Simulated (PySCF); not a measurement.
IK, triplet, at the geometry of the source list (a higher spin typed on purpose: for a closed-shell molecule this is an excited state) (all electrons, no relativity), with bond 2-1 at 3.0 times its length; B3LYP/STO-3G run with PySCF.

Here is a job for PySCF.
```python
from pyscf import gto, scf, dft

mol = gto.M(
    atom='''
K    -1.05890000   -0.75220000   -0.90220000
I     5.29450000    3.76100000    4.51100000
''',
    basis='sto-3g',
    spin=2,
    verbose=4,
)

mf = dft.UKS(mol)
mf.xc = 'b3lyp'
mf.kernel()
mo_i, mo_e, stable_i, stable_e = mf.stability(internal=True, external=False, return_status=True, nroots=6, tol=1e-6)
print('internally stable:', stable_i, ' externally stable:', stable_e)
if not stable_i:
    umf = mf.copy()
    umf.scf_summary = {}
    umf.kernel(umf.make_rdm1(mo_i, mf.mo_occ))
```

Question: Write the output that PySCF gives for this input, abridged.

Answer: 
```
PySCF version 2.14.0

[INPUT] verbose = 4
[INPUT] num. atoms = 2
[INPUT] num. electrons = 72
[INPUT] charge = 0
[INPUT] spin (= nelec alpha-beta = 2S) = 2
[INPUT] symmetry False subgroup None
[INPUT] Mole.unit = angstrom
[INPUT] Symbol           X                Y                Z      unit          X                Y                Z       unit  Magmom
[INPUT]  1 K     -1.058900000000  -0.752200000000  -0.902200000000 AA   -2.001030993302  -1.421451990898  -1.704910909583 Bohr   0.0
[INPUT]  2 I      5.294500000000   3.761000000000   4.511000000000 AA   10.005154966510   7.107259954489   8.524554547913 Bohr   0.0

nuclear repulsion = 56.1589695892394
number of shells = 18
number of NR pGTOs = 120
number of NR cGTOs = 40
basis = sto-3g
ecp = {}

******** <class 'pyscf.dft.uks.UKS'> ********
method = UKS
initial guess = minao
damping factor = 0
level_shift factor = 0
DIIS = <class 'pyscf.scf.diis.CDIIS'>
diis_start_cycle = 1
diis_space = 8
diis_damp = 0
SCF conv_tol = 1e-09
SCF conv_tol_grad = None
SCF max_cycles = 50
direct_scf = True
direct_scf_tol = 1e-13
number electrons alpha = 37  beta = 35
XC library pyscf.dft.libxc version 7.1.2
    S. Lehtola, C. Steigemann, M. J. T. Oliveira, and M. A. L. Marques,  SoftwareX 7, 1–5 (2018)
XC functionals = b3lyp
    P. J. Stephens, F. J. Devlin, C. F. Chabalowski, and M. J. Frisch,  J. Phys. Chem. 98, 11623 (1994)
radial grids:
    Treutler-Ahlrichs [JCP 102, 346 (1995); DOI:10.1063/1.469408] (M4) radial grids

becke partition: Becke, JCP 88, 2547 (1988); DOI:10.1063/1.454033
pruning grids: <function nwchem_prune>
grids dens level: 3
symmetrized grids: False
atomic radii adjust function: <function treutler_atomic_radii_adjust>
small_rho_cutoff = 0
Set gradient conv threshold to 3.16228e-05
tot grids = 42000
init E= -7424.49272709367

cycle= 1 E= -7446.56761468827  delta_E= -22.1  |g|= 0.0574  |ddm|= 1.65

cycle= 2 E= -7446.56851919051  delta_E= -0.000905  |g|= 0.00229  |ddm|= 0.0721

cycle= 3 E= -7446.56852300447  delta_E= -3.81e-06  |g|= 0.000776  |ddm|= 0.00461

cycle= 4 E= -7446.56852345523  delta_E= -4.51e-07  |g|= 0.000118  |ddm|= 0.00136

cycle= 5 E= -7446.56852346804  delta_E= -1.28e-08  |g|= 4.28e-06  |ddm|= 0.000249

cycle= 6 E= -7446.56852346841  delta_E= -3.67e-10  |g|= 3.21e-06  |ddm|= 9.61e-05

Extra cycle  E= -7446.56852346874  delta_E= -3.31e-10  |g|= 3.21e-06  |ddm|= 9.21e-05
converged SCF energy = -7446.56852346874  <S^2> = 2.0001835  2S+1 = 3.0001223
uhf_internal: lowest eigs of H = [-1.28790941e-05  1.50020083e-05  4.25753052e-01  4.25780382e-01
  4.25823243e-01  4.27669887e-01]
<class 'pyscf.dft.uks.UKS'> wavefunction has an internal instability
internally stable: False  externally stable: None

******** <class 'pyscf.dft.uks.UKS'> ********
method = UKS
initial guess = minao
damping factor = 0
level_shift factor = 0
DIIS = <class 'pyscf.scf.diis.CDIIS'>
diis_start_cycle = 1
diis_space = 8
diis_damp = 0
SCF conv_tol = 1e-09
SCF conv_tol_grad = None
SCF max_cycles = 50
direct_scf = True
direct_scf_tol = 1e-13
number electrons alpha = 37  beta = 35
XC library pyscf.dft.libxc version 7.1.2
    S. Lehtola, C. Steigemann, M. J. T. Oliveira, and M. A. L. Marques,  SoftwareX 7, 1–5 (2018)
XC functionals = b3lyp
    P. J. Stephens, F. J. Devlin, C. F. Chabalowski, and M. J. Frisch,  J. Phys. Chem. 98, 11623 (1994)
radial grids:
    Treutler-Ahlrichs [JCP 102, 346 (1995); DOI:10.1063/1.469408] (M4) radial grids

becke partition: Becke, JCP 88, 2547 (1988); DOI:10.1063/1.454033
pruning grids: <function nwchem_prune>
grids dens level: 3
symmetrized grids: False
atomic radii adjust function: <function treutler_atomic_radii_adjust>
small_rho_cutoff = 0
Set gradient conv threshold to 3.16228e-05
init E= -7446.56852936139

cycle= 1 E= -7446.56852946815  delta_E= -1.07e-07  |g|= 1.63e-05  |ddm|= 0.00164

cycle= 2 E= -7446.56852946842  delta_E= -2.7e-10  |g|= 1.27e-06  |ddm|= 3.36e-05

Extra cycle  E= -7446.56852946843  delta_E= -1.73e-11  |g|= 4.66e-07  |ddm|= 1.37e-05
converged SCF energy = -7446.56852946843  <S^2> = 2.0001835  2S+1 = 3.0001223
```
